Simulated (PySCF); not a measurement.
Computed shifts of a molecule C₃H₁₁ClSi₂, KT2/pcSseg-1 in PySCF, GIAO, gas phase, atoms alike by connectivity averaged where their shifts nearly agree, in ppm (number of nuclei): ¹³C: 17.5 (1), 11.1 (1), -9.6 (1). ²⁹Si: 15.9 (1), -72.8 (1). ¹H: 5.61 (1), 4.26 (1), 4.10 (1), 1.69 (1), 1.36 (1), 1.29 (3), 0.70 (3). References: ¹³C against TMS (σ = 185.1 ppm); ²⁹Si against TMS (σ = 361.9 ppm); ³⁵Cl against HCl (σ = 945.4 ppm); ¹H against TMS (σ = 31.47 ppm), references at their B3LYP-D3(BJ)/def2-TZVP geometries, non-relativistic (without spin–orbit terms, shifts of atoms bonded to Cl or Br come out too high). Geometry optimised at B3LYP-D3(BJ)/def2-SVP. Other conformers were not sampled.

Task: Pick the molecule that these values belong to.
A. [SiH3]CCC[SiH2]Cl
B. [SiH3]CC(Cl)C[SiH3]
C. CC[Si@H](Cl)[SiH2]C
D. CC(C)([SiH3])[SiH2]Cl

Result: C, CC[Si@H](Cl)[SiH2]C
